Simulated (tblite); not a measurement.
C₄H₁₁B₂NSi₂.
Z-matrix (Å and degrees, GFN2-xTB geometry), rows numbered from 1:
```
Si
N   1  1.7601
Si  2  1.7605  1  118.89
B   2  1.4203  1  120.90  3  -178.98
C   4  1.5646  2  121.84  1    13.88
C   5  1.3445  4  121.17  2   169.45
B   6  1.5506  5  121.17  4     0.66
C   7  1.5499  6  117.55  5     8.73
C   8  1.3443  7  121.03  6    -9.67
H   1  1.4633  2  107.28  3   -18.05
H   1  1.4633  2  108.99  3  -135.62
H   1  1.4655  2  109.03  3   101.57
H   3  1.4629  2  107.32  1   -17.82
H   3  1.4627  2  108.81  1  -135.54
H   3  1.4655  2  109.07  1   101.69
H   5  1.0884  4  120.01  2    -7.35
H   6  1.0879  5  118.56  4  -177.58
H   7  1.1736  6  121.22  5  -170.51
H   8  1.0879  7  120.32  6   171.31
H   9  1.0886  4  119.79  2    10.40
```

All values are computed: GFN2-xTB (tblite) harmonic vibrations without scaling, gas phase. Errors from tens to a few hundred cm⁻¹ against measured bands are possible. Modes of hydrogen on boron and silicon can be 10 to 20 % off. One conformer, not necessarily the lowest.

Harmonic wavenumbers (cm⁻¹): 27.9, 37.1, 105.7, 123.6, 130.8, 165.7, 230.8, 249.1, 278.4, 310.7, 356.9, 451.1, 471.2, 543.6, 562.1, 570.0, 598.9, 606.4, 636.9, 674.0, 762.6, 764.8, 779.7, 786.9, 796.8, 802.0, 804.0, 827.6, 841.1, 871.2, 917.3, 932.9, 982.3, 994.2, 1100.7, 1150.4, 1193.3, 1247.6, 1276.7, 1347.5, 1367.1, 1579.9, 1613.9, 2230.5, 2233.1, 2240.9, 2255.7, 2262.6, 2267.3, 2612.5, 2963.2, 2967.0, 2988.6, 2992.2.

A = 1908, B = 815.0, C = 585.4 MHz; mass 151.062 u (most abundant isotopes); point group C1, symmetry number 1.

Q: Zero-point energy?

A: ½Σν̃ = 29442 cm⁻¹ = 352.21 kJ/mol.

Q: What is S at 400 K and 1 bar for an ideal gas of classical rigid rotors and harmonic oscillators?

A: Translation 177.54, rotation 130.22, vibration 216.27: S = 524.0 J/(mol K).

Q: And Cp and H(400 K) − H(0)?

A: Cp = 247.46 J/(mol K), of which vibrations give 214.20 (their classical limit is 54 R = 449.0); H(400 K) − H(0) = 57.38 kJ/mol without the zero-point energy, 44.07 from vibrations.

Q: Blend soft modes into free rotors: weight 1/[1 + (100 cm⁻¹/ν̃)⁴] for the oscillator and the rest for a rotor with moment μB/(μ + B), μ = h/(8π²ν), B = 10⁻⁴⁴ kg m². What vibrational entropy results?

A: 196.50 J/(mol K) in place of 216.27, which changes −T·S at 400 K by +7.91 kJ/mol.

Q: Which modes carry the vibrational entropy at 400 K?

A: 27.9 cm⁻¹: 27.43; 37.1 cm⁻¹: 25.07; 105.7 cm⁻¹: 16.40; 123.6 cm⁻¹: 15.12; 130.8 cm⁻¹: 14.66; 165.7 cm⁻¹: 12.74 J/(mol K); the other 48 give 104.84 together.

Q: How do the functions run with temperature in this model?

A: 
```
 T (K)  S (J/(mol K))  Cp (J/(mol K))  H − H(0) (kJ/mol)  G − H(0) (kJ/mol)  ln q(vib)
    50          261.4            61.5               2.34             -10.74       1.13
   100          312.7            88.8               6.11             -25.16       2.79
298.15          458.5           199.3              34.53            -102.16       9.37
373.15          507.2           235.9              50.89            -138.39      11.87
   500          583.4           284.5              84.05            -207.65      16.04
   750          711.8           347.9             163.76            -370.10      23.82
  1000          817.7           387.3             256.03            -561.69      30.88
```

q(vib) and H(0) count from the zero-point level.

Hindered rotation and anharmonicity are outside this model. Other conformers, if any are populated, would add a mixing term that is left out. The structure is chiral; the term R ln 2 for an equal mix with its mirror image is left out.
